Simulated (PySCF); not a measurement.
Compound: C₃H₆Cl₂OSi.
Cartesian coordinates in Å at the PBE0-D3(BJ)/def2-SVP level; atoms count from 1:
```xyz
13
C3H6Cl2OSi angstrom
C     -0.5901    0.3121   -1.3662
C     -0.5207   -0.1801   -0.1268
O      0.6124   -0.4227    0.5630
Si     2.1454    0.2009    0.2468
C     -1.7019   -0.5361    0.7371
Cl    -1.7973    0.6122    2.1063
Cl    -3.2363   -0.6040   -0.1378
H      0.3119    0.5493   -1.9348
H     -1.5580    0.4730   -1.8374
H      2.6965   -0.3821   -1.0119
H      2.9723   -0.2021    1.4117
H      2.0582    1.6834    0.1139
H     -1.5351   -1.5236    1.1856
```

Computed with PySCF at PBE0/pcSseg-1 and CAM-B3LYP/def2-SVPD, non-relativistic, on one gas-phase PBE0-D3(BJ)/def2-SVP geometry that isn't relaxed in the solvent. The solvent is an IEF-PCM continuum (cavity from Bondi-type radii × 1.2). Specific hydrogen bonds and non-electrostatic terms are outside this model.

Gas phase at PBE0/pcSseg-1: HOMO -7.44 eV, LUMO -0.65 eV, dipole 2.41 D.

Question: What does the continuum do to the energy, the frontier levels and the dipole at PBE0/pcSseg-1 in dichloromethane and acetonitrile?

Answer: 
```tsv
solvent	ε	E(solvent) − E(gas) (kcal/mol)	polarisation term (kcal/mol)	distortion of the solute (kcal/mol)	HOMO (eV)	LUMO (eV)	dipole (D)
dichloromethane	8.93	-2.99	-3.27	0.28	-7.37	-0.64	2.88
acetonitrile	35.69	-3.46	-3.84	0.38	-7.37	-0.65	2.95
```

The polarisation term is half the interaction of the solute with the surface charges that it induces; the rest is the cost of distorting the solute's density. The sum is the electrostatic part of solvation alone. From dichloromethane to acetonitrile the lowering changes by a factor 1.16, Onsager's factor (ε − 1)/(2ε + 1) by 1.14 and ε itself by 4.0.

Question: Which radius a makes the point-dipole formula ΔE = −[(ε − 1)/(2ε + 1)]·μ²/a³ give the value in acetonitrile, with the gas-phase dipole?

Answer: μ = 0.950 au and |ΔE| = 0.00551 Eh give a = 2.26 Å; the farthest nucleus lies 3.31 Å from the centroid of the nuclei, so such a sphere wouldn't even hold the nuclei. The formula assumes a rigid point dipole at the centre of a sphere.

Question: Give the dipole vector in the frame of the coordinates (D, pointing from negative to positive charge), gas and acetonitrile.

Answer: Gas (2.16, -0.27, -1.05), solvent (2.56, -0.44, -1.40). Its length changes by +22 % and its direction by 3°.

Question: Which ESP-fitted charges (PBE0/pcSseg-1) respond most in acetonitrile (means over atoms taken as equivalent)?

Answer: 
```csv
atoms,environment,gas (e),solvent (e),change
H13,methine hydrogen,+0.317,+0.346,+0.029
O3,silyl ether oxygen,-0.418,-0.447,-0.029
C1,terminal =CH2 carbon,-0.628,-0.652,-0.024
Si4,oxygen-bound silicon,+0.547,+0.568,+0.021
H8,vinylic hydrogen,+0.218,+0.239,+0.021
Cl6/Cl7,alkyl chlorine,-0.003,-0.023,-0.020
C2,vinylic carbon bearing oxygen,+0.538,+0.549,+0.011
H9,vinylic hydrogen,+0.238,+0.250,+0.012
C5,CHCl2 carbon,-0.537,-0.540,-0.003
H10/H11/H12,Si–H hydrogen,-0.090,-0.089,+0.001
```

Question: Which Mayer bond orders change most in acetonitrile?

Answer: 
```csv
bond,length (Å),gas,solvent,change
C5–Cl6,1.789,1.021,0.997,-0.024
O3–Si4,1.685,0.853,0.839,-0.014
C5–Cl7,1.768,1.037,1.025,-0.012
C5–H13,1.097,0.905,0.896,-0.009
C1–H8,1.092,0.924,0.918,-0.006
Si4–H10,1.493,0.921,0.927,+0.006
C2–C5,1.506,0.929,0.932,+0.003
C2–O3,1.349,0.988,0.986,-0.002
```

Gas phase at CAM-B3LYP/def2-SVPD: HOMO -8.79 eV, LUMO 0.33 eV, dipole 2.30 D.

Question: What does the continuum do to the energy, the frontier levels and the dipole at CAM-B3LYP/def2-SVPD in acetonitrile?

Answer: 
```csv
solvent,ε,E(solvent) − E(gas) (kcal/mol),polarisation term (kcal/mol),distortion of the solute (kcal/mol),HOMO (eV),LUMO (eV),dipole (D)
acetonitrile,35.69,-3.46,-3.90,0.44,-8.69,0.35,2.93
```

Question: How does the static polarisability (CAM-B3LYP/def2-SVPD, frozen core, with the continuum's full static response) change?

Answer: 
| medium | isotropic (au) | principal values (au) | ⟨r²⟩ of the electrons (bohr²) |
| --- | --- | --- | --- |
| gas | 94.2 | 76.4, 99.3, 106.8 | 1608.8 |
| acetonitrile | 127.1 | 108.1, 128.5, 144.7 | 1608.3 |

The isotropic value in acetonitrile is 1.35 times the gas-phase one; no cavity-field correction is applied. ⟨r²⟩ is taken about the centre of nuclear charge.

On Arm Neoverse N1, one thread, shared host with 64 logical CPUs at a one-minute load of 59, this took 40 s and 1.0 GiB of memory at its peak. This is the whole shielding run at PBE0/pcSseg-1 in acetonitrile, SCF included.
